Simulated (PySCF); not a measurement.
Which level of theory gave which numbers?

Species: C₂H₂BCl₃.
Z-matrix (Å and degrees, PBE0-D3(BJ)/def2-SVP geometry), rows numbered from 1:
```
Cl
C   1  1.7114
C   2  1.3424  1  124.29
B   3  1.5376  2  121.43  1  -179.87
Cl  4  1.7589  3  121.92  2    -0.79
Cl  4  1.7528  3  119.92  2   179.23
H   2  1.0943  1  113.25  3  -179.90
H   3  1.0944  2  118.78  1     0.02
```

The closed-shell ground state was solved 3 times with PySCF (density fitting, gas phase), always in the pcSseg-2 basis (265 functions), with these functionals: B3LYP, HF and KT2.

```json
{"row": "P", "total energy (Eh)": "-1495.1525", "HOMO (eV)": "-7.10", "LUMO (eV)": "-3.28", "dipole (D)": "1.05"}
{"row": "Q", "total energy (Eh)": "-1483.0969", "HOMO (eV)": "-7.95", "LUMO (eV)": "-2.62", "dipole (D)": "1.00"}
{"row": "R", "total energy (Eh)": "-1480.2416", "HOMO (eV)": "-10.65", "LUMO (eV)": "1.17", "dipole (D)": "0.96"}
```

Task: Which functional belongs to which row?

Result: P = KT2, Q = B3LYP, R = HF. By rising HOMO–LUMO gap: KT2 (GGA) 3.82 eV; B3LYP (global hybrid, 20 % exact exchange) 5.33 eV; HF (all exact exchange) 11.82 eV. Total energies of different functionals aren't bounds to one another; each is stationary for its own functional.
